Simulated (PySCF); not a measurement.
H6S, SMILES [H][S@OH27]([H])([H])([H])([H])[H]. Atoms are numbered in the order given.

```xyz
7

S      0.0000     0.0000     0.0000
H      0.0000     1.4063     0.0000
H      0.0000    -1.4063     0.0000
H     -1.4063     0.0000     0.0000
H      1.4063     0.0000     0.0000
H      0.0000     0.0000     1.4063
H      0.0000     0.0000    -1.4063
```

Geometry: ωB97X-D3(BJ)/def2-TZVP.

Calculation: PBE0/pcJ-1 in PySCF.

Isotropic couplings with Fermi-contact, spin-dipole and both spin-orbit terms, one fixed conformer, no vibrational averaging. Isotopes: 1H.

Computed spin–spin coupling constants:
```tsv
pair	bonds apart	J (Hz)
H2–H3	2	10.4
H2–H4	2	50.5
H2–H5	2	50.5
H2–H6	2	50.5
H2–H7	2	50.5
H3–H4	2	50.5
H3–H5	2	50.5
H3–H6	2	50.5
H3–H7	2	50.5
H4–H5	2	10.5
H4–H6	2	50.5
H4–H7	2	50.5
H5–H6	2	50.5
H5–H7	2	50.5
H6–H7	2	10.4
```
